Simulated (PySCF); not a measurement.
Computed IR spectrum (relative IR intensity) of a molecule CH8OSi2. Geometry: PBE0-D3(BJ)/def2-SVP. The values are those of a single conformer. Level of theory: PySCF with PBE0-D3(BJ)/def2-SVP. Frequencies are harmonic and unscaled.

```json
[
 {"ν (cm⁻¹)": "737", "relative intensity": "4.5"},
 {"ν (cm⁻¹)": "755", "relative intensity": "16"},
 {"ν (cm⁻¹)": "771", "relative intensity": "13"},
 {"ν (cm⁻¹)": "878", "relative intensity": "7.3"},
 {"ν (cm⁻¹)": "932", "relative intensity": "100"},
 {"ν (cm⁻¹)": "949", "relative intensity": "13"},
 {"ν (cm⁻¹)": "952", "relative intensity": "9.1"},
 {"ν (cm⁻¹)": "964", "relative intensity": "36"},
 {"ν (cm⁻¹)": "1010", "relative intensity": "15"},
 {"ν (cm⁻¹)": "1106", "relative intensity": "69"},
 {"ν (cm⁻¹)": "1266", "relative intensity": "6.7"},
 {"ν (cm⁻¹)": "2214", "relative intensity": "17"},
 {"ν (cm⁻¹)": "2218", "relative intensity": "11"},
 {"ν (cm⁻¹)": "2228", "relative intensity": "34"},
 {"ν (cm⁻¹)": "2232", "relative intensity": "24"},
 {"ν (cm⁻¹)": "2255", "relative intensity": "18"}
]
```

Pick the molecule that these values belong to.
(A) OC([SiH3])[SiH3]
(B) C[SiH2]O[SiH3]
(C) [SiH3]CO[SiH3]
(D) OC[SiH2][SiH3]

B, C[SiH2]O[SiH3]
